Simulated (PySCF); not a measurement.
Compound: C₉H₁₀O₂.
Atom-mapped SMILES: `[CH2:1]=[CH:2][C@@H:3]1[CH:4]=[CH:5][CH:6]=[C:7]1[O:8][C:9]([CH3:10])=[O:11]`

Structure used (PBE0-D3(BJ)/def2-SVP), in Å, numbered top down from 1:
```xyz
21
C9H10O2 angstrom
C     -1.378    1.969    0.772
C     -1.505    0.642    0.737
C     -1.201   -0.213   -0.462
C     -2.250   -1.240   -0.786
C     -1.702   -2.473   -0.761
C     -0.285   -2.381   -0.414
C      0.013   -1.078   -0.243
O      1.213   -0.607    0.202
C      1.734    0.544   -0.299
C      2.940    0.947    0.491
O      1.273    1.131   -1.236
H     -1.043    2.532   -0.105
H     -1.601    2.535    1.680
H     -1.828    0.097    1.632
H     -1.023    0.434   -1.339
H     -3.282   -0.982   -1.024
H     -2.220   -3.410   -0.976
H      0.409   -3.214   -0.306
H      2.613    1.285    1.487
H      3.608    0.088    0.640
H      3.460    1.762   -0.022
```

NICS = −σ at a ghost point: NICS(0) at the centroid of the ring atoms, NICS(1) 1 Å to either side along the normal of their mean plane, zz for the tensor component along that normal. Level: GIAO PBE0/pcSseg-1 (PySCF, non-relativistic, gas phase) on the PBE0-D3(BJ)/def2-SVP geometry, one conformer.

Ring bond lengths (Å), with Mayer bond orders in brackets: C3–C4 1.504 (1.02), C4–C5 1.349 (1.76), C5–C6 1.462 (1.09), C6–C7 1.348 (1.75), C7–C3 1.507 (1.01).

Problem. Give the NICS values of each ring in ppm.

Solution. 
```tsv
ring	type	NICS(0)	NICS(1), two faces	NICS(1)zz, two faces	rms pucker (Å)	centre to ring atoms, mean (Å)
C3–C4–C5–C6–C7	5-membered carbocycle; formal bonds 2 double, 3 single	-3.1	-4.4 / -4.3	-7.0 / -7.2	0.00	1.22
```

Problem. What can be read from them?

Solution. 
- C3–C4–C5–C6–C7: mean NICS(1)zz -7.1 ppm, shielded. C3 has four or more neighbours; no verdict on aromaticity is drawn.

Problem. How do the values depend on the level or the medium?

Solution. 
| level | NICS(0), C3–C4–C5–C6–C7 | mean NICS(1)zz, C3–C4–C5–C6–C7 |
| --- | --- | --- |
| PBE0/pcSseg-1, gas | -3.1 | -7.1 |
| wB97X-D/pcSseg-2, gas | -2.8 | -7.0 |
| PBE0/pcSseg-1, IEF-PCM acetone | -3.0 | -7.3 |
| PBE0/pcSseg-1, IEF-PCM cyclohexane | -3.0 | -7.2 |

The geometry is the same throughout; the continuum's cavity takes Bondi-type radii × 1.2.

Time: 36 s wall, 85 s CPU; peak memory 1.9 GiB. Hardware: Intel Xeon Platinum 8259CL at 2.50 GHz, 2 threads, on a shared host. This is the whole shielding run at PBE0/pcSseg-1, SCF included.
